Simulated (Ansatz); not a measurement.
Basis sets compared for the cluster Cu₂F₂⁻ (the lowest doublet isomer of a short search). Charge -1, multiplicity 2. Geometry PBE0-D4/def2-SVPD. Ansatz on 4 threads of Arm Neoverse V2 on a shared host; times are rough, and most runs start from earlier orbitals.

```xyz
4

Cu   -1.5217   -1.0453   -0.6769
Cu    0.4915    0.3022    0.2554
F    -0.5642    0.5869   -1.2604
F     1.5943    0.1562    1.6818
```

The 6-31G sets use Cartesian d functions. B3LYP takes the VWN-RPA correlation. At PBE-D4/def2-SVPD, PBE-D4/def2-TZVPD, B3LYP-D4/6-31G the highest occupied level of the charge -1 doublet lies above zero (up to 0.45 eV). By energy differences its removal costs 2.22 eV (vertical, to the charge 0 singlet, at PBE0-D4/def2-TZVPD). The structure comes from a short search, and lower isomers may exist.

| level | functions | energy (Eh) | HOMO (eV) | LUMO (eV) | wall time |
| --- | --- | --- | --- | --- | --- |
| PBE-D4/def2-SVPD | 114 | -3479.5815 | 0.45 | 1.27 | 2.1 s |
| B3LYP-D4/6-31G | 76 | -3480.2764 | 0.01 | 2.39 | 3.6 s |
| PBE0-D4/def2-SVPD | 114 | -3479.5739 | -0.23 | 2.25 | 3.7 s |

(1) Estimate the rows for PBE-D4/def2-TZVPD, B3LYP-D4/def2-TZVPD, PBE0-D4/def2-TZVPD.

Answers

(1) 
| level | functions | energy (Eh) | HOMO (eV) | LUMO (eV) | wall time |
| --- | --- | --- | --- | --- | --- |
| PBE-D4/def2-TZVPD | 176 | -3480.3017 | 0.32 | 1.13 | 3.4 s |
| B3LYP-D4/def2-TZVPD | 176 | -3481.0702 | -0.24 | 1.66 | 6.5 s |
| PBE0-D4/def2-TZVPD | 176 | -3480.2771 | -0.36 | 2.13 | 6.5 s |
